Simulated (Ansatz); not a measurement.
Ideal-gas functions of `[F][Hf]([Br])([Br])[Br]` at 500 K and 1 bar, from an Ansatz frequency run at PBE0-D4/def2-TZVP.

Molar mass 437.2 g/mol, point group C3v (symmetry number 3), electronic degeneracy 1, moments of inertia 822.857, 823.112, 1318.601 u Å². Harmonic wavenumbers (cm⁻¹, unscaled): 63, 64, 71, 132, 132, 244, 278, 278, 669.

Use S(trans) = R[1.5 ln M + 2.5 ln T − 1.1517]; rotational temperatures θ = 24.2544 K / I; S(rot) = R[ln(√π/σ · √(T³/θAθBθC)) + 1.5]; for each mode x = 1.438777 ν̃/T, S = R[x/(eˣ − 1) − ln(1 − e⁻ˣ)] and H = RT x/(eˣ − 1); 1 cm⁻¹ = 0.0119627 kJ/mol; R = 8.31446 J/(mol·K).

Q: By hand: the entropy, in J/(mol·K).

A: Translation 195.4. Rotation: θ = 0.0295, 0.0295, 0.0184 K, giving 131.5. Vibration, mode by mode: 22.52, 22.39, 21.53, 16.41, 16.41, 11.42, 10.39, 10.39, 4.04, in all 135.5. Electronic 0.0. Sum 462.4 J/(mol·K).

Q: By hand: H − E and G − E in kJ/mol, counted from the electronic energy.

A: Zero-point energy ½ × 1931 × 0.0119627 = 11.5; thermal vibration 27.8; translation, rotation and pV give 4 RT = 16.6. H − E = 55.9 kJ/mol, and G − E = 55.9 − 500 × 462.4/1000 = -175.3 kJ/mol.

Vibration gives 29 % of the entropy, 99.3 J/(mol·K) of it from the modes under 150 cm⁻¹: soft modes count most, and the harmonic formula is weakest for them.
